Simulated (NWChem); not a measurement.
Species: CH$_{8}$N$_{2}$Si; SMILES NC[SiH2]N

```xyz
12

N     -0.1626     2.1698    -0.0116
C      0.6515     0.9691     0.0687
Si    -0.4614    -0.5568     0.0286
N      0.5153    -1.9900    -0.0589
H     -0.6391     2.2233    -0.9095
H      0.4042     3.0116     0.0655
H      1.1735     0.9421     1.0411
H      1.4512     0.8725    -0.7004
H     -1.2761    -0.6748     1.2743
H     -1.4161    -0.3611    -1.1218
H      0.1318    -2.8639     0.2831
H      1.0946    -2.1586    -0.8741
```
Atoms are numbered in this order, from 1.

All runs: NWChem. Pople sets run with spherical d functions. All runs use the structure optimised with PBE0/def2-SVP. Level: M06-2X/6-31G* with SMD (1 M gas to 1 M solution), gas-phase geometry. Reactions with the solvent are ignored.

For solvent acetonitrile:

| Quantity | Result |
|---|---|
| solvation free energy (kcal/mol) | -6.4 |
| dipole in solution (D) | 2.73 |

**Question.** What are these values for solvent cyclohexane?

**Answer.** 
| Property | Result |
|---|---|
| solvation free energy (kcal/mol) | -2.7 |
| dipole in solution (D) | 2.40 |
